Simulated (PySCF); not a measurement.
C₄H₂ClFO₂.
SMILES: `O=C1O[C@@H](F)C=C1Cl`

Computed with PySCF, TDDFT B3LYP/def2-SVPD, vertical, gas phase, core orbitals frozen in the response. Geometry: GFN2-xTB; no solvent, vibrations or thermal averaging.

Computed states:

```tsv
state	E (eV)	f
S1	4.66	0.0013
S2	5.47	0.112
S3	5.77	0.0071
S4	6.35	0.106
S5	7.07	0.022
S6	7.23	0.0008
S7	7.60	0.040
S8	7.67	0.018
```

Each state is given a Gaussian of 0.25 eV full width at half maximum, with ε(max) = 2.175×10⁸ f / Δν̃ (Δν̃ the width in cm⁻¹). The width is an assumption, not a result. The curve ends short of the highest state used, and states not computed would add to its high-energy end.

(1) What does the envelope look like, and where are its maxima?

(2) On this curve, what absorbance would a 10⁻⁵ mol/L sample give at 254 nm over a 1 cm path?

(3) Coming from long wavelengths, where does ε first pass 100 L mol⁻¹ cm⁻¹?

Results:

(1) 
(λ (nm), ε (L mol⁻¹ cm⁻¹)): (175.3, 2437), (177.4, 1781), (179.5, 724), (181.5, 184), (183.6, 36), (185.7, 109), (187.8, 714), (189.8, 2695), (191.9, 6748), (194.0, 10680), (196.1, 10997), (198.2, 7567), (200.2, 3729), (202.3, 1257), (204.4, 318), (206.5, 119), (208.5, 196), (210.6, 416), (212.7, 686), (214.8, 953), (216.8, 1387), (218.9, 2574), (221.0, 5022), (223.1, 8410), (225.1, 11186), (227.2, 12054), (229.3, 10391), (231.4, 7243), (233.4, 4259), (235.5, 2024), (237.6, 803), (239.7, 269), (241.8, 76), (243.8, 20), (245.9, 4), (248.0, 2), (250.1, 3), (252.1, 7), (254.2, 17), (256.3, 34), (258.4, 59), (260.4, 88), (262.5, 117), (264.6, 136), (266.7, 141), (268.7, 130), (270.8, 107), (272.9, 79), (275.0, 53), (277.0, 33), (279.1, 18), (281.2, 9), (283.3, 4), (285.4, 2), (287.4, 1), (289.5, 0)

Maxima: 266 nm (4.66 eV), ε about 140, made up of S1 (100%); 227 nm (5.47 eV), ε about 12000, made up of S2 (100%); 195 nm (6.35 eV), ε about 11000, made up of S4 (100%) (ε in L mol⁻¹ cm⁻¹; maxima over ε = 5, shares over 10%). At its high-energy end, 7.07 eV, the curve is still rising (ε about 2400, from S5).

(2) 254 nm is 4.881 eV, where ε is about 15 L mol⁻¹ cm⁻¹, so A = ε c l ≈ 0.00015 (Beer–Lambert, with the gas-phase spectrum and the assumed width).

(3) At about 271 nm (4.57 eV), 0.09 eV below S1.
